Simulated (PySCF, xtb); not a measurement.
C₃H₇NSi, SMILES C(=C=C)N[SiH3].

GFN2-xTB run with xtb 6.7.1 at its own geometry gives an orbital gap of 4.00 eV and a dipole moment of 0.89 D.

Geometry optimised at B3LYP-D3(BJ)/def2-SVP. This is a generated structure with no PubChem entry under its InChIKey; it may be hypothetical. The values are those of a single conformer.

Problem. What does PBE/def2-TZVP run with PySCF give? (Estimate from the structure and the level; the computed values follow.)

Solution. gap 3.63 eV (levels -4.86 and -1.23 eV), dipole 1.25 D.
